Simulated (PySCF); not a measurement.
17O chemical shifts

PySCF 2.14.0 with density-fitted response routines calculation with geometry from GFN2-xTB and GIAO PBE0/pcSseg-1 shieldings; one computed conformer, no solvent model, no relativistic terms, one averaged value for each set of equivalent atoms.

Shieldings were converted by a linear fit to measured shifts: 17O: δ = 266.70 − 0.911σ (rms 10.7 ppm, 155 shifts, 12.2 ppm with the 3 outliers that the fit left out vs liquid water, solution or neat liquid). A few per cent of atoms miss by over 2 rms, more outside the fitted compound classes.

Give the 17O shifts of `O=S(=O)(Cl)[C@@H](F)CC(F)(F)F`, `CC#CCC1=COC=CO1`, `COC(=O)c1ccccc1`, `COC[SiH2]OC(C)=O`, `C=C(Cl)O/C=C/O[SiH3]`, `OCC[C@@H]([SiH3])[SiH2]N[SiH3]`, `O=S(=O)(OC(F)(F)F)C(F)(F)F`.

Results:


```
                                                                     compound                 environment  δ (ppm)
  [O:1]=[S:2](=[O:3])([Cl:4])[C@@H:5]([F:6])[CH2:7][C:8]([F:9])([F:10])[F:11]              O3: S=O oxygen    220.4
  [O:1]=[S:2](=[O:3])([Cl:4])[C@@H:5]([F:6])[CH2:7][C:8]([F:9])([F:10])[F:11]              O1: S=O oxygen    215.1
              [CH3:1][C:2]#[C:3][CH2:4][C:5]1=[CH:6][O:7][CH:8]=[CH:9][O:10]1           O10: ether oxygen     64.2
              [CH3:1][C:2]#[C:3][CH2:4][C:5]1=[CH:6][O:7][CH:8]=[CH:9][O:10]1            O7: ether oxygen     57.4
              [CH3:1][O:2][C:3](=[O:4])[c:5]1[cH:6][cH:7][cH:8][cH:9][cH:10]1   O4: ester carbonyl oxygen    340.2
              [CH3:1][O:2][C:3](=[O:4])[c:5]1[cH:6][cH:7][cH:8][cH:9][cH:10]1     O2: ester alkoxy oxygen    123.0
                         [CH3:1][O:2][CH2:3][SiH2:4][O:5][C:6]([CH3:7])=[O:8]         O8: carbonyl oxygen    390.0
                         [CH3:1][O:2][CH2:3][SiH2:4][O:5][C:6]([CH3:7])=[O:8]  O5: oxygen bonded to C, Si    139.9
                         [CH3:1][O:2][CH2:3][SiH2:4][O:5][C:6]([CH3:7])=[O:8]            O2: ether oxygen    -35.6
                       [CH2:1]=[C:2]([Cl:3])[O:4]/[CH:5]=[CH:6]/[O:7][SiH3:8]            O4: ether oxygen    110.0
                       [CH2:1]=[C:2]([Cl:3])[O:4]/[CH:5]=[CH:6]/[O:7][SiH3:8]  O7: oxygen bonded to C, Si     13.3
                                               OCC[C@@H]([SiH3])[SiH2]N[SiH3]              alcohol oxygen     -6.9
[O:1]=[S:2](=[O:3])([O:4][C:5]([F:6])([F:7])[F:8])[C:9]([F:10])([F:11])[F:12]   O4: oxygen bonded to C, S    189.8
[O:1]=[S:2](=[O:3])([O:4][C:5]([F:6])([F:7])[F:8])[C:9]([F:10])([F:11])[F:12]       O1/3: S=O oxygen (×2)    176.6
```
